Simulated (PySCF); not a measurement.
The multiplicity is imposed and other spin states were not computed.

B3LYP has the VWN-RPA correlation part, as in Gaussian. 

**[Ti(F)3(Br)] (charge 0, multiplicity 1)**

Calculation: B3LYP-D3(BJ)/def2-TZVP // PBE-D3(BJ)/def2-SVP (PySCF).

```yaml
HOMO: -9.17 eV
dipole_moment: 0.43 D
LUMO: -3.75 eV
HOMO–LUMO gap: 5.42 eV
charge on the central atom (Mulliken): 1.51 e
charge on the central atom (meta-Löwdin): 1.55 e
total_energy: -101325.24 eV
cost: very roughly 110 core-seconds
```

Bond lengths (Å): Ti1–F2 1.739, Ti1–F3 1.739, Ti1–F4 1.739, Ti1–Br5 2.350. Bond angles (°): F2–Ti1–F3 109.0, F2–Ti1–F4 109.0, F2–Ti1–Br5 110.0, F3–Ti1–F4 109.0, F3–Ti1–Br5 110.0, F4–Ti1–Br5 110.0.
